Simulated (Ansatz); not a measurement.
A first, cheap relaxation of CH$_{7}$ClSi$_{2}$ (`C[SiH2][SiH2]Cl`).

```yaml
crystal:
  periodic: [false, false, false]
  atoms:
    - {symbol: C, position_ang: [-0.631200, 1.582400, 0.289700]}
    - {symbol: Si, position_ang: [-0.510900, 0.057500, -0.743400]}
    - {symbol: Si, position_ang: [0.917900, -1.408200, 0.392900]}
    - {symbol: Cl, position_ang: [1.197100, -3.172800, -0.676200]}
    - {symbol: H, position_ang: [-1.070200, 1.397200, 1.276900]}
    - {symbol: H, position_ang: [-1.303900, 2.312900, -0.229300]}
    - {symbol: H, position_ang: [0.300900, 2.091400, 0.439000]}
    - {symbol: H, position_ang: [0.089200, 0.369400, -2.059700]}
    - {symbol: H, position_ang: [-1.843200, -0.566800, -0.920200]}
    - {symbol: H, position_ang: [2.266200, -0.810700, 0.547400]}
    - {symbol: H, position_ang: [0.413400, -1.825400, 1.691000]}
basis:
  gaussian: {orbitals: def2-SVP}
hamiltonian: {xc: pbe, dispersion: d4}
relax: {f_tol: 0.03, max_steps: 200}
```

```sh
$ ansatz run in.yaml --threads 4 --pin off --events-out ev --progress --plain
```

It prints (some lines left out):

```
Functional definition: PBE
  name "PBE"
  cite "Perdew, Burke & Ernzerhof, Phys. Rev. Lett. 77, 3865 (1996) doi:10.1103/PhysRevLett.77.3865"
  parent pbe
  parameter kappa = 0.804
  parameter beta = 0.06672455060314922
  exchange = pbe_x(kappa = kappa, mu = beta*pi^2/3)
  correlation = pbe_c(beta = beta)
mean field -29405.34610309 eV, -1080.6265376292 hartree, gradient 5.7e-5 eV, S^2 0.000000; 0 other end points of the search recorded, 0 dependent functions left out
the calculation of the forces begins
relax step   1: F+E_penalty+E_count = -29405.59946736 eV  Δ(F+E_penalty+E_count) = +0.000e0 eV  max|allowed force component| = 1.398e0 eV/Å  Δτ_max = 0.0000 Å  (25 SCF iters, accepted)
these checks for a lower state are left out or cut short: starts, cluster_reference, orbital_swaps, neighbouring_geometries, increment
mean field -29405.44528288 eV, -1080.6301824192 hartree, gradient 1.7e-5 eV, S^2 0.000000; 0 other end points of the search recorded, 0 dependent functions left out
the calculation of the forces begins
relax step   2: F+E_penalty+E_count = -29405.69423956 eV  Δ(F+E_penalty+E_count) = -9.477e-2 eV  max|allowed force component| = 3.645e-1 eV/Å  Δτ_max = 0.1130 Å  (26 SCF iters, accepted)
these checks for a lower state are left out or cut short: starts, cluster_reference, orbital_swaps, neighbouring_geometries, increment
mean field -29405.35623968 eV, -1080.6269101420 hartree, gradient 8.2e-6 eV, S^2 0.000000; 0 other end points of the search recorded, 0 dependent functions left out
the calculation of the forces begins
relax step   3: F+E_penalty+E_count = -29405.60375207 eV  Δ(F+E_penalty+E_count) = +9.049e-2 eV  max|allowed force component| = 1.008e0 eV/Å  Δτ_max = 0.1578 Å  (27 SCF iters, rejected (line search))
these checks for a lower state are left out or cut short: starts, cluster_reference, orbital_swaps, neighbouring_geometries, increment
mean field -29405.47512902 eV, -1080.6312792446 hartree, gradient 1.8e-5 eV, S^2 0.000000; 0 other end points of the search recorded, 0 dependent functions left out
the calculation of the forces begins
relax step   4: F+E_penalty+E_count = -29405.72489912 eV  Δ(F+E_penalty+E_count) = -3.066e-2 eV  max|allowed force component| = 6.936e-2 eV/Å  Δτ_max = 0.0614 Å  (26 SCF iters, accepted)
these checks for a lower state are left out or cut short: starts, cluster_reference, orbital_swaps, neighbouring_geometries, increment
mean field -29405.47563734 eV, -1080.6312979251 hartree, gradient 1.9e-5 eV, S^2 0.000000; 0 other end points of the search recorded, 0 dependent functions left out
the calculation of the forces begins
relax step   5: F+E_penalty+E_count = -29405.72608486 eV  Δ(F+E_penalty+E_count) = -1.186e-3 eV  max|allowed force component| = 3.274e-2 eV/Å  Δτ_max = 0.0275 Å  (27 SCF iters, accepted)
these checks for a lower state are left out or cut short: starts, cluster_reference, orbital_swaps, neighbouring_geometries, increment
mean field -29405.47647947 eV, -1080.6313288726 hartree, gradient 1.8e-5 eV, S^2 0.000000; 0 other end points of the search recorded, 0 dependent functions left out
the calculation of the forces begins
relax step   6: F+E_penalty+E_count = -29405.72688307 eV  Δ(F+E_penalty+E_count) = -7.982e-4 eV  max|allowed force component| = 1.884e-2 eV/Å  Δτ_max = 0.0286 Å  (26 SCF iters, accepted)
mean field -29405.47647947 eV, -1080.6313288726 hartree, gradient 1.8e-5 eV, S^2 0.000000; 1 other end points of the search recorded, 0 dependent functions left out
the calculation of the forces begins
Total energy: -29405.72692080 eV, -1080.6405324217 hartree
Atom 0 at    -0.681459     1.656588     0.284559 Å, force     0.002176    -0.011476    -0.004635 eV/Å
Atom 1 at    -0.475461     0.053185    -0.708089 Å, force    -0.003342     0.008188    -0.000311 eV/Å
Atom 2 at     0.958291    -1.452253     0.391266 Å, force     0.009697     0.004846     0.018843 eV/Å
Atom 3 at     1.132294    -3.177486    -0.784736 Å, force    -0.001798    -0.001561    -0.003658 eV/Å
Atom 4 at    -1.118097     1.451078     1.282591 Å, force     0.002482     0.004521    -0.002520 eV/Å
Atom 5 at    -1.355603     2.356796    -0.248888 Å, force    -0.001635     0.002926     0.000792 eV/Å
Atom 6 at     0.295021     2.161212     0.428735 Å, force    -0.005049     0.000726     0.001741 eV/Å
Atom 7 at     0.109473     0.335815    -2.067710 Å, force     0.000716    -0.001444     0.002720 eV/Å
Atom 8 at    -1.803811    -0.630697    -0.903922 Å, force     0.003500    -0.001366     0.001591 eV/Å
Atom 9 at     2.335298    -0.874259     0.590532 Å, force    -0.005088    -0.004489    -0.006073 eV/Å
Atom 10 at     0.429353    -1.853079     1.743762 Å, force    -0.001657    -0.000870    -0.008490 eV/Å
Dipole moment:    -0.107318     0.431983     0.187227 e Å
```

Hardware: 4 threads of a server CPU on a shared host. Wall time 6 s, peak host memory 0.17 GiB.
